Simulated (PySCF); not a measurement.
Atoms are numbered as in `[CH3:1][Si@H:2]1[SiH2:3][Si@H:4]([CH:5]2[CH2:6][CH2:7]2)[SiH2:8]1`. Each H is labelled by its parent atom. Ha(Si3), Ha(Si8) are cis to C1 on the ring; Ha(C6), Ha(C7) are cis to Si4 on the ring; Hb(Si3), Hb(Si8) are trans to C1 on the ring; Hb(C6), Hb(C7) are trans to Si4 on the ring.

Geometry: PBE0-D3(BJ)/def2-SVP; GIAO absolute shieldings from PySCF, gas phase, non-relativistic, averaged over equivalent atoms.

At mPW1PW91/pcSseg-1 (234 basis functions, 80 s wall time on 1 thread of an Arm Neoverse N1, shared host):
```
          atoms  σ (ppm)
          C6/C7    177.4
             C1    186.9
             C5    192.3
            Si4    394.2
            Si2    399.7
        Si3/Si8    446.6
         H(Si4)    26.60
         H(Si2)    26.90
Hb(Si3)/Hb(Si8)    27.47
Ha(Si3)/Ha(Si8)    27.62
  Hb(C6)/Hb(C7)    30.58
          H(C1)    30.81
  Ha(C6)/Ha(C7)    31.05
          H(C5)    31.51
```

Predict the values at PBE0/pcSseg-1 on the same geometry.

Answers


| atoms | σ at PBE0/pcSseg-1 | change |
| --- | --- | --- |
| C6/C7 | 178.3 | +0.9 |
| C1 | 187.8 | +0.9 |
| C5 | 193.2 | +0.9 |
| Si4 | 396.6 | +2.4 |
| Si2 | 401.9 | +2.2 |
| Si3/Si8 | 449.8 | +3.2 |
| H(Si4) | 26.50 | -0.10 |
| H(Si2) | 26.80 | -0.10 |
| Hb(Si3)/Hb(Si8) | 27.39 | -0.08 |
| Ha(Si3)/Ha(Si8) | 27.53 | -0.09 |
| Hb(C6)/Hb(C7) | 30.52 | -0.06 |
| H(C1) | 30.76 | -0.05 |
| Ha(C6)/Ha(C7) | 31.01 | -0.04 |
| H(C5) | 31.45 | -0.06 |

The largest change is at Si3/Si8 (silicon bonded to 2 Si, 2 H, in a 4-membered ring). Cost: 234 basis functions, 110 s wall time on 1 thread of an Arm Neoverse N1, shared host. The order of the carbon signals is the same at both levels.
